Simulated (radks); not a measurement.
Results of a calculation; reference values are marked as such.
Tc+, configuration [Kr] 4d5 5s1. Level of theory: scalar-relativistic Kohn-Sham, LDA (Slater exchange, VWN5 correlation), spin-unpolarised, spherical densities, finite nucleus; Fermi nuclear charge, rms radius 4.4112 fm; hard spherical wall at 3 bohr (a radial shooting solver on a logarithmic mesh with Libxc functionals).

Normalised radial functions P(r) = r R(r), r in bohr:

r,4s,4p
0.003185,0.0993,0.0042
0.004601,0.1318,0.0081
0.006702,0.1703,0.0159
0.009761,0.2088,0.0305
0.0141,0.2350,0.0563
0.02054,0.2281,0.1014
0.02992,0.1569,0.1713
0.04357,-0.0021,0.2622
0.06295,-0.2204,0.3407
0.09169,-0.3871,0.3336
0.1335,-0.2909,0.1394
0.1929,0.1392,-0.2312
0.281,0.5799,-0.5367
0.4093,0.3983,-0.3591
0.5961,-0.4505,0.3408
0.8612,-1.0885,0.9567
1.254,-0.9185,0.9534
1.827,-0.3817,0.5071
2.64,-0.0625,0.1092

4s: eigenvalue -69.390 eV, 3 radial nodes at r = 0.0434, 0.175, 0.497 bohr, <r> = 1.07 bohr, 90 % of the charge inside 1.56 bohr. 4p: eigenvalue -41.841 eV, 2 radial nodes at r = 0.155, 0.506 bohr, <r> = 1.18 bohr, 90 % of the charge inside 1.75 bohr.
